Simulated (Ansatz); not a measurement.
`[Cl][InH][GeH3]` + HI → `[Cl][InH][I]` + GeH₄ at 500 K and 1 bar (cleavage of the In–Ge bond).

Program: Ansatz. Geometries: PBE0-D4/def2-TZVP. ΔE: electronic, gas phase. CCSD(T)/CBS is the MP2 limit (def2-TZVPP, def2-QZVPP) plus CCSD(T) − MP2 in def2-TZVPP, frozen cores. def2 core potentials past Kr. For Ge, I, In outer-core shells are correlated without core-valence functions, which leaves a few kJ/mol of doubt a bond. Scalar relativity is left out up to krypton.

```csv
species,CCSD(T)/CBS energy (Eh),H − E (kJ/mol),S (J/(mol·K))
`[Cl][InH][GeH3]`,-2728.15341,120.4,424.3
HI,-298.03592,28.6,221.6
`[Cl][InH][I]`,-947.72945,50.3,374.8
GeH₄,-2078.49493,99.4,244.6
```

H − E and S are ideal-gas, rigid-rotor, harmonic terms from PBE0-D4/def2-TZVP. 1 Eh = 2625.50 kJ/mol, R = 8.31446 J/(mol·K).

By hand: ΔE, ΔH, ΔS and ΔG.

ΔE = (-947.72945) + (-2078.49493) − (-2728.15341) − (-298.03592) = -0.03505 Eh = -92.0 kJ/mol. Δ(H − E) = 50.3 + 99.4 − 120.4 − 28.6 = 0.7, so ΔH = -91.3 kJ/mol. ΔS = 374.8 + 244.6 − 424.3 − 221.6 = -26.5 J/(mol·K). ΔG = -91.3 − 500 × (-26.5)/1000 = -78.0 kJ/mol.

By hand: the equilibrium constant, and the temperature at which ΔG would vanish if ΔH and ΔS stayed fixed.

log₁₀ K = −ΔG/(RT ln 10) = 8.1. ΔG = 0 at ΔH/ΔS = 3445 K, far beyond where these terms or the molecules hold.

ΔH outweighs TΔS. A doubt of 5 kJ/mol in ΔE shifts log₁₀ K by 0.5 here. Modes under 60 cm⁻¹, often nearly free rotors, make the harmonic entropy too high. These are equilibria of isolated gas molecules and say nothing of rates. Largest T1 diagnostic: 0.013 (customary marks: 0.02 for closed shells, 0.045 for open ones).
